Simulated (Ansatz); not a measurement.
Br2In, SMILES `[Br][In][Br]` radical at its PBE0-D4/def2-TZVP geometry, where that method's forces vanish. The species carries charge 0 and has multiplicity 2. In: def2 effective core potential.

```tsv
atom	x (Å)	y (Å)	z (Å)
Br1	-2.188	-0.069	0.340
In2	0.244	-0.658	0.435
Br3	1.943	0.727	-0.775
```

(1) For each bond, give half the difference of the two atoms' forces along it (eV/Å; positive pushes the atoms apart) under PBE-D4, r2SCAN-D4, B3LYP-D4, ωB97M-V in def2-TZVPP. (Estimate.)

## Answers

(1) The calculation gave: 
```csv
bond,length (Å),PBE-D4,r2SCAN-D4,B3LYP-D4,ωB97M-V
Br1–In2,2.504,0.22,0.02,0.25,-0.09
In2–Br3,2.504,0.22,0.02,0.25,-0.09
```

B3LYP here is the variant with VWN-RPA as its local correlation; programs differ in this.

Computed with Ansatz.
